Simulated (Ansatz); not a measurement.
**A basis-limit estimate, worked out**

An elementary step of SiH4Cl3OF, singlet (SiHCl₂F ([F][SiH]([Cl])[Cl]) + HCl + H₂O → SiCl₃F ([F][Si]([Cl])([Cl])[Cl]) + H₂O + H₂; bonds formed: Si1–Cl3, H2–H8, O9–H10; bonds broken: Si1–H2, Cl3–H10, H8–O9). “Start” is the structure reached by relaxing down from the saddle towards the reactants; PBE0-D4/def2-TZVP structures. The saddle:

```tsv
atom	x (Å)	y (Å)	z (Å)
Si1	-0.4573	-0.7741	0.7107
H2	0.2524	-0.8692	-0.6826
Cl3	-1.6862	0.8115	-0.3940
Cl4	-1.9251	-0.8103	2.1749
Cl5	0.0200	-2.7975	0.8599
H6	1.4518	1.5755	-0.5952
F7	0.6839	0.1485	1.3766
H8	0.8150	0.1444	-1.0472
O9	0.9219	1.1795	-1.3056
H10	-0.0765	1.3920	-1.0973
```

Ansatz 0.2.0; basis: def2-TZVPP and def2-QZVPP; cores frozen in the correlated methods.

Energies in eV:

| quantity | saddle | start |
| --- | --- | --- |
| Hartree–Fock, triple zeta (X = 3) | -50185.81193 | -50188.23222 |
| Hartree–Fock, quadruple zeta (X = 4) | -50187.32924 | -50189.76222 |
| MP2 correlation, X = 3 | -33.95306 | -33.10652 |
| MP2 correlation, X = 4 | -37.18039 | -36.27978 |
| CCSD(T) correlation, X = 3 | -36.78565 | -36.03721 |

Q: Work out the barrier at the basis limit: extrapolate Hartree–Fock as E(X) = E∞ + A exp(−7.88 √X) and the MP2 correlation as E(X) = E∞ + B X^−2.97 (the exponents that Neese and Valeev fitted for def2-TZVPP and QZVPP), then add CCSD(T) − MP2 in triple zeta.

A: Each step is linear, so take the differences first (saddle − start): Hartree–Fock 2.42029 (X = 3) and 2.43298 (X = 4); MP2 correlation -0.84654 and -0.90061; CCSD(T) correlation -0.74844.
Two points give E∞ = E(4) + w [E(4) − E(3)], with w = 1/(exp(7.88 (2 − √3)) − 1) = 0.1377 for Hartree–Fock and w = 1/((4/3)^2.97 − 1) = 0.7407 for the correlation.
Hartree–Fock: 2.43298 + 0.1377 × 0.01269 = 2.4347 eV.
MP2 correlation: -0.90061 + 0.7407 × (-0.05407) = -0.9407 eV.
CCSD(T) − MP2: -0.74844 − (-0.84654) = 0.0981 eV.
Sum: 2.4347 + (-0.9407) + 0.0981 = 1.5921 eV, or 36.71 kcal/mol. Plain CCSD(T) in triple zeta gives 1.6719 eV, so the larger basis shifts the result by -0.0798 eV.

T1 diagnostic: at most 0.011.

Labels in which every atom is bracketed show which atoms are joined, not bond orders.

For scale, one of the runs: CCSD(T)/def2-TZVPP, 286 basis functions, launched by `ansatz run in.yaml --threads 8 --pin off --events-out ev --progress --plain --max-ram 19148MiB`. Time: 4 min of wall clock on 8 CPU threads of an Arm Neoverse V2; the host was shared. Peak host memory: 8.3 GiB.
